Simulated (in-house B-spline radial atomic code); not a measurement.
## LDA VWN5 excitations of the sulfur ion S⁴⁺

Method: LDA VWN5. Computed with an all-electron radial atomic-structure program (B-spline basis): linear response of the closed shell [Ne] 3s2 with the functional's adiabatic kernel; non-relativistic, point nucleus, no spin-orbit coupling, no double excitations, S, P, D and F terms only.

Command:
```bash
python run_td.py task.json out
```
Settings (radii: box in bohr, nucleus in fm):
```
Z                        16
electrons                12
configuration            [Ne] 3s2
hamiltonian              nr
method                   lda,vwn
box_radius               19.1
intervals                51
```

Cost of the run: 0.3 s on 1 thread of Arm Neoverse N1, with other jobs on the host.

The lowest states, in the order of their Tamm-Dancoff energies; the method's threshold (minus the highest occupied level) is 65.88 eV. Labels give the largest channel, * marks a mixed state, and oscillator strengths are full-response dipole values. Semilocal kernels can invert the small singlet-triplet splittings of Rydberg terms. Energies in eV:

| state | full response | Tamm-Dancoff | oscillator strength |
| --- | --- | --- | --- |
| 3s → 3p 3P | 10.160 | 10.338 | - |
| 3s → 3p 1P | 15.785 | 16.469 | 1.33 |
| 3s → 3d 3D | 27.566 | 27.625 | - |
| 3s → 3d 1D | 29.683 | 29.695 | - |
| 3s → 4s 3S | 38.27 | 38.28 | - |
| 3s → 4s 1S | ? | ? | - |
| 3s → 4p 3P | ? | ? | - |
| 3s → 4p 1P | 42.59 | 42.62 | 0.11 |
| 3s → 4d 3D | 47.97 | 47.98 | - |
| 3s → 4d 1D | 48.05 | 48.05 | - |
| 3s → 4f 1F | 49.67 | 49.67 | - |
| 3s → 4f 3F | 49.78 | 49.78 | - |
| 3s → 5s 3S | 51.26 | 51.26 | - |
| 3s → 5s 1S | 51.53 | 51.54 | - |
| 3s → 5p 3P | 52.91 | 52.91 | - |
| 3s → 5p 1P | 52.98 | 52.99 | 0.0419 |

(1) Where does 3s → 4s 1S lie?

(2) Where does 3s → 4p 3P lie?

(3) How large is the singlet-triplet splitting of 3s → 3p (P terms) in Tamm-Dancoff?

(4) What polarisabilities and dispersion coefficient does the method give?

Answers

(1) At 39.20 eV in full response, 39.23 eV in Tamm-Dancoff.

(2) At 42.35 eV in full response, 42.36 eV in Tamm-Dancoff.

(3) 6.13 eV, from the unrounded values.

(4) Dipole 4.117 bohr³, quadrupole 6.184 bohr⁵, C6 7.86 hartree·bohr⁶ for two such species.
